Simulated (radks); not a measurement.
Question: Isoelectronic series with 4 electrons, all held in the configuration [He] 2s2, which need not be the ground one along the series. All-electron calculation, Dirac Kohn-Sham, PBEsol, spin-unpolarised, spherical densities, finite nucleus; Fermi nuclear charge, rms radius of each element as measured or else 0.836 A^(1/3) + 0.57 fm. Program: a radial shooting solver on a logarithmic mesh with Libxc functionals. Total energies (hartree) and mean radii <r> (bohr):

| ion | E (hartree) | 2s1/2 | 1s1/2 |
|---|---|---|---|
| Cu25+ | -1017.28666 | 0.2149 | 0.05183 |
| Zn26+ | -1091.19367 | 0.2071 | 0.05002 |
| Ga27+ | -1167.79462 | 0.1999 | 0.04833 |
| Ge28+ | -1247.10379 | 0.1931 | 0.04674 |
| As29+ | -1329.13644 | 0.1867 | 0.04525 |
| Se30+ | -1413.90758 | 0.1807 | 0.04384 |
| Br31+ | -1501.43363 | 0.1751 | 0.04252 |
| Kr32+ | -1591.73114 | 0.1697 | 0.04127 |
| Rb33+ | -1684.81769 | 0.1647 | 0.04008 |
| Sr34+ | -1780.71119 | 0.1600 | 0.03896 |
| Zr36+ | -1980.99497 | 0.1512 | 0.03688 |
| Nb37+ | -2085.42434 | 0.1471 | 0.03591 |
| Mo38+ | -2192.73928 | 0.1432 | 0.03499 |
| Tc39+ | -2302.96440 | 0.1395 | 0.03412 |
| Ru40+ | -2416.11836 | 0.1360 | 0.03328 |
| Rh41+ | -2532.22817 | 0.1326 | 0.03247 |
| Ag43+ | -2773.40749 | 0.1263 | 0.03097 |
| Cd44+ | -2898.52661 | 0.1234 | 0.03026 |
| In45+ | -3026.70503 | 0.1205 | 0.02958 |
| Sn46+ | -3157.96630 | 0.1178 | 0.02893 |
| Sb47+ | -3292.34138 | 0.1152 | 0.02830 |

Estimate the row of Pd42+.

Answer: E (hartree) -2651.31557; 2s1/2 0.1294; 1s1/2 0.03170.
